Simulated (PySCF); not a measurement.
Cards and structures have been mixed up. Pair them.

Structures:
1. `C[C@@H]1C(C#N)=C1C1CC1`
2. `CC#C[P-]CCP`
3. `C#CCP(CO)C(=O)OC`
4. `C=CC1=CC=C[P@H+]1CCC#N`

Card P (geometry GFN2-xTB):
- Rotational constants A, B, C: 2.607, 0.896, 0.756 GHz
- HOMO energy (PBE0/pcSseg-1): 0.45 eV
- Point group: C1
- 13C chemical shifts (computed TMS as zero) by class (GIAO PBE0/pcSseg-1): 114.6 (1 C), 91.5 (1 C), 39.9 (1 C), 23.7 (1 C), 9.5 (1 C) ppm
- Isotropic shieldings of nuclei other than C and H, by class (GIAO PBE0/pcSseg-1): 480 (1 P), 546 (1 P) ppm

Card Q (geometry GFN2-xTB):
* Rotational constants A, B, C: 1.456, 0.908, 0.609 GHz
* Isotropic shieldings of nuclei other than C and H, by class (GIAO PBE0/pcSseg-1): -111 (1 O), 128 (1 O), 324 (1 O), 364 (1 P) ppm
* Dipole moment (PBE0/pcSseg-1): 1.64 D
* HOMO energy (PBE0/pcSseg-1): -7.14 eV

Card R (geometry GFN2-xTB):
- Rotational constants A, B, C: 1.441, 0.731, 0.561 GHz
- HOMO energy (PBE0/pcSseg-1): -11.12 eV
- Point group: C1
- Isotropic shieldings of nuclei other than C and H, by class (GIAO PBE0/pcSseg-1): -55 (1 N), 332 (1 P) ppm

Card S (geometry GFN2-xTB):
* Rotational constants A, B, C: 1.993, 1.280, 0.867 GHz
* HOMO energy (PBE0/pcSseg-1): -7.06 eV
* Point group: C1
* Dipole moment (PBE0/pcSseg-1): 5.15 D
* 13C chemical shifts (computed TMS as zero) by class (GIAO PBE0/pcSseg-1): 163.2 (1 C), 116.3 (1 C), 92.1 (1 C), 27.3 (1 C), 24.0 (1 C), 17.7 (1 C), 17.5 (1 C), 13.5 (1 C) ppm
* Isotropic shieldings of nuclei other than C and H, by class (GIAO PBE0/pcSseg-1): -81 (1 N) ppm

All species are isolated and taken at one optimised geometry, non-relativistic unless stated. Electronic properties by PySCF. NMR classes are plain means over equivalent atoms (diastereotopic ones count apart unless rotation or inversion swaps them), as if these changed places fast.

Q: Which card belongs to which structure?

A: P = 2, Q = 3, R = 4, S = 1. What ties each card to its structure:
- 1 (card S), C8H9N, monoisotopic mass 119.1 u, 9 heavy atoms: 8 C in 8 classes; the least shielded carbon (163.2 ppm) is a fully substituted alkene carbon; an asymmetric top with C = 0.867 GHz, the highest such constant on the cards; dipole 5.15 D.
- 2 (card P), [C5H9P2]-, monoisotopic mass 131.0 u, 7 heavy atoms: 5 C in 5 classes; a HOMO at 0.45 eV for the only species of charge -1; the least shielded carbon (114.6 ppm) is an alkyne carbon; an asymmetric top with C = 0.756 GHz.
- 3 (card Q), C6H9O3P, monoisotopic mass 160.0 u, 10 heavy atoms: an asymmetric top with C = 0.609 GHz; dipole 1.64 D.
- 4 (card R), [C9H11NP]+, monoisotopic mass 164.1 u, 11 heavy atoms: a HOMO at -11.12 eV for the only species of charge +1; an asymmetric top with C = 0.561 GHz, the lowest such constant on the cards.
